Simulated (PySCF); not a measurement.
Isomers of C6H11ClOSi.

All values: CAM-B3LYP/def2-SVPD (PySCF) at PBE0-D3(BJ)/def2-SVP geometries, gas phase, one conformer each. Core orbitals are frozen in the response; Δα² is half the sum of the squared differences of the principal polarisabilities.

Task: Rank by mean static polarisability, highest first.
A. `[CH2:1]=[CH:2][CH2:3][C@@H:4]1[CH2:5][CH2:6][O:7][Si@@H:8]1[Cl:9]` with C1–C2–C3–C4 114°, C2–C3–C4–C5 176°, C3–C4–C5–C6 -165°, C4–C5–C6–O7 39°, C5–C6–O7–Si8 -18°, C6–O7–Si8–Cl9 110°
B. `[CH2:1]=[CH:2][C@@H:3]1[CH2:4][Si@H:5]([Cl:6])[CH2:7][CH2:8][O:9]1` with C1–C2–C3–C4 -107°, C2–C3–C4–Si5 -175°, C3–C4–Si5–Cl6 160°, C4–Si5–C7–C8 -39°, Si5–C7–C8–O9 55°
C. `[CH2:1]=[CH:2][C@@H:3]1[CH2:4][Si@@H:5]([Cl:6])[CH2:7][CH2:8][O:9]1` with C1–C2–C3–C4 -105°, C2–C3–C4–Si5 -175°, C3–C4–Si5–Cl6 -74°, C4–Si5–C7–C8 -40°, Si5–C7–C8–O9 55°

Result: B (16.77 Å³), C (16.55 Å³), A (16.30 Å³).

Task: Rank by HOMO–LUMO gap, highest first.
A. `[SiH3:1][O:2][C@@H:3]1[CH2:4][C@:5]2([Cl:6])[CH2:7][C@H:8]1[CH2:9]2` with Si1–O2–C3–C4 -177°
B. `[CH2:1]=[CH:2][CH2:3][C@@H:4]1[SiH2:5][O:6][CH2:7][C@H:8]1[Cl:9]` with C1–C2–C3–C4 114°, C2–C3–C4–Si5 -63°, C3–C4–Si5–O6 -145°, C4–Si5–O6–C7 -3°, Si5–O6–C7–C8 27°, O6–C7–C8–Cl9 -168°
C. `[CH2:1]=[CH:2][CH2:3][C@@H:4]1[CH2:5][CH2:6][O:7][Si@@H:8]1[Cl:9]` with C1–C2–C3–C4 114°, C2–C3–C4–C5 176°, C3–C4–C5–C6 -165°, C4–C5–C6–O7 39°, C5–C6–O7–Si8 -18°, C6–O7–Si8–Cl9 110°

Result: A (10.47 eV), C (10.09 eV), B (9.85 eV).

All values together:

```json
{"SMILES": "C=CC[C@@H]1[SiH2]OC[C@H]1Cl", "μ (D)": "1.44", "HOMO (eV)": "-9.10", "LUMO (eV)": "0.75", "α (Å³)": "16.55", "Δα (Å³)": "5.82", "ΔSCF removal energy (eV)": "9.87"}
{"SMILES": "C=C[C@@H]1C[Si@H](Cl)CCO1", "μ (D)": "1.66", "HOMO (eV)": "-8.99", "LUMO (eV)": "0.97", "α (Å³)": "16.77", "Δα (Å³)": "5.82", "ΔSCF removal energy (eV)": "9.62"}
{"SMILES": "C=C[C@@H]1C[Si@@H](Cl)CCO1", "μ (D)": "1.14", "HOMO (eV)": "-8.90", "LUMO (eV)": "1.10", "α (Å³)": "16.55", "Δα (Å³)": "4.13", "ΔSCF removal energy (eV)": "9.52"}
{"SMILES": "C=CC[C@@H]1CCO[Si@@H]1Cl", "μ (D)": "2.73", "HOMO (eV)": "-8.97", "LUMO (eV)": "1.12", "α (Å³)": "16.30", "Δα (Å³)": "4.07", "ΔSCF removal energy (eV)": "9.78"}
{"SMILES": "[SiH3]O[C@@H]1C[C@]2(Cl)C[C@H]1C2", "μ (D)": "2.45", "HOMO (eV)": "-9.47", "LUMO (eV)": "1.00", "α (Å³)": "16.10", "Δα (Å³)": "4.92", "ΔSCF removal energy (eV)": "10.16"}
{"SMILES": "C=CC[C@@H]1[SiH2]OC[C@@H]1Cl", "μ (D)": "2.40", "HOMO (eV)": "-8.98", "LUMO (eV)": "0.98", "α (Å³)": "16.51", "Δα (Å³)": "4.20", "ΔSCF removal energy (eV)": "9.76"}
```

Conformers: `[CH2:1]=[CH:2][CH2:3][C@@H:4]1[SiH2:5][O:6][CH2:7][C@H:8]1[Cl:9]` with C1–C2–C3–C4 114°, C2–C3–C4–Si5 -63°, C3–C4–Si5–O6 -145°, C4–Si5–O6–C7 -3°, Si5–O6–C7–C8 27°, O6–C7–C8–Cl9 -168°; `[CH2:1]=[CH:2][C@@H:3]1[CH2:4][Si@H:5]([Cl:6])[CH2:7][CH2:8][O:9]1` with C1–C2–C3–C4 -107°, C2–C3–C4–Si5 -175°, C3–C4–Si5–Cl6 160°, C4–Si5–C7–C8 -39°, Si5–C7–C8–O9 55°; `[CH2:1]=[CH:2][C@@H:3]1[CH2:4][Si@@H:5]([Cl:6])[CH2:7][CH2:8][O:9]1` with C1–C2–C3–C4 -105°, C2–C3–C4–Si5 -175°, C3–C4–Si5–Cl6 -74°, C4–Si5–C7–C8 -40°, Si5–C7–C8–O9 55°; `[CH2:1]=[CH:2][CH2:3][C@@H:4]1[CH2:5][CH2:6][O:7][Si@@H:8]1[Cl:9]` with C1–C2–C3–C4 114°, C2–C3–C4–C5 176°, C3–C4–C5–C6 -165°, C4–C5–C6–O7 39°, C5–C6–O7–Si8 -18°, C6–O7–Si8–Cl9 110°; `[SiH3:1][O:2][C@@H:3]1[CH2:4][C@:5]2([Cl:6])[CH2:7][C@H:8]1[CH2:9]2` with Si1–O2–C3–C4 -177°; `[CH2:1]=[CH:2][CH2:3][C@@H:4]1[SiH2:5][O:6][CH2:7][C@@H:8]1[Cl:9]` with C1–C2–C3–C4 -117°, C2–C3–C4–Si5 -57°, C3–C4–Si5–O6 -153°, C4–Si5–O6–C7 1°, Si5–O6–C7–C8 23°, O6–C7–C8–Cl9 77°.

Task: By how much does the ΔSCF value exceed −ε(HOMO) over the species that have both?

Result: By 0.62 to 0.81 eV, 0.72 eV on average, over 6 species.
